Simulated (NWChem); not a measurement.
Species: C₄H₃IO; SMILES c1occ(I)c1

Not confirmed as a minimum by frequencies. def2 effective core potentials on I; no spin-orbit coupling.

Give the equilibrium geometry at PBE0/def2-SVP with def2 effective core potentials on I (NWChem) as a Z-matrix, with the point group.

point group Cs; any orientation.
```
C
C 1 1.3643
O 2 1.3461 1 109.70
C 3 1.3473 2 107.78 1 0.00
C 4 1.3619 3 110.78 2 0.00
H 2 1.0864 3 117.11 4 180.00
H 4 1.0871 3 116.26 2 180.00
H 5 1.0871 4 127.38 7 0.00
I 1 2.0733 2 126.38 6 0.00
```
